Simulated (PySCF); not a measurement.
**`FC(F)(F)COCCCl` in a uniform electric field**

Compound: C4H6ClF3O.
Cartesian coordinates in Å at the GFN2-xTB level; atoms count from 1:
```xyz
15
C4H6ClF3O angstrom
F     -3.348    0.090    0.506
C     -2.133   -0.141   -0.015
F     -2.221    0.068   -1.330
F     -1.892   -1.450    0.157
C     -1.080    0.752    0.658
O      0.117    0.832   -0.048
C      0.917   -0.342   -0.022
C      2.281    0.047   -0.574
Cl     3.371   -1.352   -0.507
H     -1.488    1.766    0.690
H     -0.938    0.373    1.682
H      0.477   -1.136   -0.638
H      1.015   -0.709    1.008
H      2.720    0.845    0.024
H      2.199    0.363   -1.613
```

Level: CAM-B3LYP/def2-SVPD (PySCF); nuclei fixed, core orbitals frozen in the response. Permanent dipole (0.206, 1.546, 1.399) D (1 au = 2.5417 D). Static polarisability (au):

```
x   82.94 -8.01 -3.94
y   -8.01 67.54  0.96
z   -3.94  0.96 61.97
```

Only the terms in μ and α are kept: μ(F) = μ + αF and ΔE = −μ·F − ½ F·αF.

**Question.** A field of 0.008 au (0.411 V/Å) is applied along each axis in both senses. Find the induced dipole, the size of the total dipole and the two energy terms.

**Answer.** 
```json
{"field along": "+x", "induced x (D)": "1.686", "induced y (D)": "-0.163", "induced z (D)": "-0.080", "total size (D)": "2.690", "−μ·F (kJ/mol)": "-1.702", "−½F·αF (kJ/mol)": "-6.968"}
{"field along": "−x", "induced x (D)": "-1.686", "induced y (D)": "0.163", "induced z (D)": "0.080", "total size (D)": "2.702", "−μ·F (kJ/mol)": "+1.702", "−½F·αF (kJ/mol)": "-6.968"}
{"field along": "+y", "induced x (D)": "-0.163", "induced y (D)": "1.373", "induced z (D)": "0.020", "total size (D)": "3.246", "−μ·F (kJ/mol)": "-12.776", "−½F·αF (kJ/mol)": "-5.674"}
{"field along": "−y", "induced x (D)": "0.163", "induced y (D)": "-1.373", "induced z (D)": "-0.020", "total size (D)": "1.438", "−μ·F (kJ/mol)": "+12.776", "−½F·αF (kJ/mol)": "-5.674"}
{"field along": "+z", "induced x (D)": "-0.080", "induced y (D)": "0.020", "induced z (D)": "1.260", "total size (D)": "3.088", "−μ·F (kJ/mol)": "-11.561", "−½F·αF (kJ/mol)": "-5.206"}
{"field along": "−z", "induced x (D)": "0.080", "induced y (D)": "-0.020", "induced z (D)": "-1.260", "total size (D)": "1.559", "−μ·F (kJ/mol)": "+11.561", "−½F·αF (kJ/mol)": "-5.206"}
```

**Question.** For the field (0.0048, -0.0032, -0.0008) au, what is the induced dipole, and what angle does it make with the field?

**Answer.** αF = (1.085, -0.649, -0.182) D, at 2.8° to the field. The polarisability along this direction, F·αF/F², is 86.19 au, against a mean of 70.82 au.

**Question.** At what field along the permanent dipole would the induced dipole along it equal the permanent one, in this linear picture?

**Answer.** The polarisability along the dipole is 64.47 au, so F = 0.8243 au / 64.47 au = 0.0128 au = 0.66 V/Å; higher-order terms are ignored.

**Question.** What field makes μF equal to kT at 200 K?

**Answer.** kT = 0.6334 × 10⁻³ Eh, so F = 0.000768 au = 3.95 MV/cm.

**Question.** A unit point charge sits 10 Å away. Estimate the induction energy −αe²/2R⁴ with the mean polarisability, treating the molecule as a point.

**Answer.** R = 18.90 bohr, so the energy is −70.8/(2 × 18.90⁴) Eh = -0.729 kJ/mol. The charge–dipole term at its most favourable orientation, −μe/R², is -6.06 kJ/mol.

One conformer (not necessarily the lowest) at the GFN2-xTB geometry, without solvent, vibrations or thermal averaging.

The run behind these numbers computed excited states as well. The run took 70 s wall on one thread of an Arm Neoverse V2, shared host.
